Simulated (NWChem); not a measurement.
## Polarisability of H$_{3}$ClSi

```xyz
5

Si     0.0279    -0.9965     0.0000
Cl    -0.0303     1.0818     0.0000
H      0.7444    -1.4600     1.2180
H      0.7444    -1.4600    -1.2180
H     -1.3644    -1.5191     0.0000
```
Charge 0, spin multiplicity 1.

Program: NWChem. All single points use one geometry, from B3LYP/def2-SVP, a minimum by its harmonic frequencies.

Basis set: def2-SVPD. The field's frequency is 0.0773 Ha (589 nm).

The correlated methods keep 10 core orbitals frozen. B3LYP has NWChem's definition, with VWN1-RPA local correlation. The structure started from a generated list of species. No row is a measurement; the coupled-cluster row has its own basis-set and correlation limits.

```
method                isotropic polarisability (bohr³)
--------------------  --------------------------------
PBE                                              45.54
HF                                                   …
B3LYP                                                …
PBE0                                                 …
CCSD linear response                             43.35
```

Q: What belongs in the gaps?

A: 
- HF, isotropic polarisability (bohr³): 40.83
- B3LYP, isotropic polarisability (bohr³): 44.25
- PBE0, isotropic polarisability (bohr³): 43.87
